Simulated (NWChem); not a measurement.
System: SnCl₂, singlet; SMILES [Cl][Sn][Cl]

The following NWChem deck was run.

```
start job
memory heap 200 mb stack 900 mb global 1100 mb
geometry units angstroms noautoz
  Sn     0.000000     0.000000     0.633027
  Cl    -1.844009     0.000000    -0.919961
  Cl     1.844009     0.000000    -0.919961
end
basis spherical
  * library def2-qzvp
end
ecp
  Sn library def2-ecp
end
dft
  xc hfexch
  iterations 150
  semidirect filesize 400000000
  mulliken
end
task dft gradient
```

Output (shortened):

```
             Northwest Computational Chemistry Package (NWChem) 7.3.0
             --------------------------------------------------------

 C2V symmetry detected

                             Geometry "geometry" -> ""
                             -------------------------

 Output coordinates in angstroms (scale by  1.889725989 to convert to a.u.)

  No.       Tag          Charge          X              Y              Z
 ---- ---------------- ---------- -------------- -------------- --------------
    1 Sn                  50.0000     0.00000000     0.00000000     0.62859038
    2 Cl                  17.0000    -1.84400900     0.00000000    -0.92439762
    3 Cl                  17.0000     1.84400900     0.00000000    -0.92439762

 Effective nuclear repulsion energy (a.u.)     414.6160935735

      Symmetry information
      --------------------

 Group name             C2v
 Group number             16
 Group order               4
 No. of unique centers     2

 Summary of "ao basis" -> "ao basis" (spherical)
 ------------------------------------------------------------------------------
       Tag                 Description            Shells   Functions and Types
 ---------------- ------------------------------  ------  ---------------------
 Sn                        def2-qzvp                22       82   7s6p4d4f1g
 Cl                        def2-qzvp                22       70   9s6p4d2f1g

      Symmetry analysis of basis
      --------------------------

        a1         78
        a2         34
        b1         66
        b2         44

            General Information
            -------------------
          SCF calculation type: DFT
          Wavefunction type:  closed shell.
          No. of atoms     :     3
          No. of electrons :    56
           Alpha electrons :    28
            Beta electrons :    28
          Charge           :     0
          Spin multiplicity:     1
          Use of symmetry is: on ; symmetry adaption is: on
          Maximum number of iterations: 150
          AO basis - number of functions:   222
                     number of shells:    66
          Convergence on energy requested:  1.00D-06
          Convergence on density requested:  1.00D-05
          Convergence on gradient requested:  5.00D-04

              XC Information
              --------------
                     Hartree-Fock (Exact) Exchange  1.000

      Superposition of Atomic Density Guess
      -------------------------------------

 Sum of atomic energies:       -1168.09404435

      Non-variational initial energy
      ------------------------------

 Total energy =   -1132.385014
 1-e energy   =   -2056.661421
 2-e energy   =     718.623627
 HOMO         =      -0.302577
 LUMO         =      -0.055545

      Symmetry analysis of molecular orbitals - initial
      -------------------------------------------------

  Numbering of irreducible representations:

     1 a1          2 a2          3 b1          4 b2

  Orbital symmetries:

     1 a1          2 b1          3 a1          4 b1          5 a1
     6 b1          7 a1          8 b2          9 b1         10 a2
    11 a1         12 b1         13 a1         14 b2         15 b1
    16 a1         17 a1         18 a2         19 b2         20 a1
    21 b1         22 a1         23 b1         24 a1         25 b2
    26 a2         27 b1         28 a1         29 b2         30 b1
    31 a1         32 b2         33 a1         34 a1         35 b1
    36 a1         37 b1         38 b2

------------------------------------------------------------
EAF file 0: "./job.aoints.0" size=333971456 bytes
------------------------------------------------------------
               write      read    awrite     aread      wait
               -----      ----    ------     -----      ----
     calls:      637         0         0         0         0
   data(b): 3.34e+08  0.00e+00  0.00e+00  0.00e+00
   time(s): 0.00e+00  0.00e+00  0.00e+00  0.00e+00  0.00e+00
rate(mb/s): 0.00e+00  0.00e+00
------------------------------------------------------------

     ---------------------------------------------
      Total Density - Mulliken Population Analysis
     ---------------------------------------------

    Atom       Charge   Shell Charges
 -----------   ------   -------------------------------------------------------
    1 Sn  22    20.76   0.57  0.02  1.22  0.18  0.63  1.04  0.31  5.84  0.00  0.22  0.35  0.21  0.04  9.09  0.80  0.17  0.03  0.01  0.02  0.00  0.00  0.01
    2 Cl  17    17.62   1.64  0.01  0.28  0.31  1.08  0.61  0.43  1.16  0.43  5.84 -0.00  0.69  2.06  2.40  0.67  0.00  0.00  0.00  0.01  0.00  0.00  0.00
    3 Cl  17    17.62   1.64  0.01  0.28  0.31  1.08  0.61  0.43  1.16  0.43  5.84 -0.00  0.69  2.06  2.40  0.67  0.00  0.00  0.00  0.01  0.00  0.00  0.00

   convergence    iter        energy       DeltaE   RMS-Dens  Diis-err
 ---------------- ----- ----------------- --------- --------- ---------
 d= 0,ls=0.0,diis     1  -1132.4671039185 -1.34D+03  2.89D-03  2.82D-01
 d= 0,ls=0.0,diis     2  -1132.5098040830 -4.27D-02  7.43D-04  1.20D-01
 d= 0,ls=0.0,diis     3  -1132.5226906052 -1.29D-02  2.96D-04  2.03D-03
 d= 0,ls=0.0,diis     4  -1132.5233367626 -6.46D-04  1.49D-04  2.84D-04
 d= 0,ls=0.0,diis     5  -1132.5234631981 -1.26D-04  4.28D-05  4.04D-05
  Resetting Diis
 d= 0,ls=0.0,diis     6  -1132.5234768117 -1.36D-05  1.42D-05  3.55D-06
 d= 0,ls=0.0,diis     7  -1132.5234785042 -1.69D-06  3.67D-06  5.19D-07
 d= 0,ls=0.0,diis     8  -1132.5234786961 -1.92D-07  1.72D-06  1.52D-07

         Total DFT energy =    -1132.523478696139
      One electron energy =    -2057.627179418294
           Coulomb energy =      791.778775304474
    Exchange-Corr. energy =      -72.327855317416
 Nuclear repulsion energy =      205.652780735096

 Numeric. integr. density =        0.000000000000

                  Occupations of the irreducible representations
                  ----------------------------------------------

                     irrep           alpha         beta
                     --------     --------     --------
                     a1               12.0         12.0
                     a2                3.0          3.0
                     b1                9.0          9.0
                     b2                4.0          4.0

                       DFT Final Molecular Orbital Analysis
                       ------------------------------------

 Vector   26  Occ=2.000000D+00  E=-4.484456D-01  Symmetry=a2
              MO Center= -1.8D-13,  3.1D-15, -8.8D-01, r^2= 4.5D+00
   Bfn.  Coefficient  Atom+Function         Bfn.  Coefficient  Atom+Function
  ----- ------------  ---------------      ----- ------------  ---------------
   105      0.308108  2 Cl py               175     -0.308108  3 Cl py
   102      0.274944  2 Cl py               172     -0.274944  3 Cl py
    93     -0.184120  2 Cl py               163      0.184120  3 Cl py
   108      0.135913  2 Cl py               178     -0.135913  3 Cl py
    99      0.097906  2 Cl py               169     -0.097906  3 Cl py

 Vector   27  Occ=2.000000D+00  E=-4.403083D-01  Symmetry=b1
              MO Center= -5.2D-14, -2.5D-15, -8.7D-01, r^2= 4.6D+00
   Bfn.  Coefficient  Atom+Function         Bfn.  Coefficient  Atom+Function
  ----- ------------  ---------------      ----- ------------  ---------------
   104      0.267552  2 Cl px               174      0.267552  3 Cl px
   101      0.240785  2 Cl px               171      0.240785  3 Cl px
   106     -0.167608  2 Cl pz               176      0.167608  3 Cl pz
    92     -0.160688  2 Cl px               162     -0.160688  3 Cl px
   103     -0.147337  2 Cl pz               173      0.147337  3 Cl pz

 Vector   28  Occ=2.000000D+00  E=-3.823988D-01  Symmetry=a1
              MO Center= -9.4D-15,  6.3D-15,  3.3D-01, r^2= 4.4D+00
   Bfn.  Coefficient  Atom+Function         Bfn.  Coefficient  Atom+Function
  ----- ------------  ---------------      ----- ------------  ---------------
     6      0.399854  1 Sn s                  5      0.308627  1 Sn s
     3     -0.265653  1 Sn s                 19      0.225998  1 Sn pz
   106     -0.201417  2 Cl pz               176     -0.201417  3 Cl pz
     7      0.185623  1 Sn s                103     -0.180835  2 Cl pz
   173     -0.180835  3 Cl pz                22      0.168511  1 Sn pz

 Vector   29  Occ=0.000000D+00  E=-2.167706D-02  Symmetry=b2
              MO Center= -2.3D-15, -6.3D-16,  7.4D-01, r^2= 4.8D+00
   Bfn.  Coefficient  Atom+Function         Bfn.  Coefficient  Atom+Function
  ----- ------------  ---------------      ----- ------------  ---------------
    24      0.467355  1 Sn py                21      0.376973  1 Sn py
    18      0.343250  1 Sn py                 9     -0.226835  1 Sn py
   108     -0.172796  2 Cl py               178     -0.172796  3 Cl py
   102     -0.099089  2 Cl py               172     -0.099089  3 Cl py
    15      0.076772  1 Sn py               105     -0.068667  2 Cl py

[...]

                         DFT ENERGY GRADIENTS

    atom               coordinates                        gradient
                 x          y          z           x          y          z
   1 Sn      0.000000   0.000000   1.187864    0.000000   0.000000   0.012225
   2 Cl     -3.484672   0.000000  -1.746858   -0.008968   0.000000  -0.006113
   3 Cl      3.484672   0.000000  -1.746858    0.008968   0.000000  -0.006113
```

Level: Hartree-Fock/def2-QZVP with def2 effective core potentials on Sn. Low-valent species are run as closed-shell singlets; no triplet was tried in these runs. Coordinates come from a PBE-D3(BJ)/def2-SVP optimisation. def2 effective core potentials on Sn; no spin-orbit coupling.
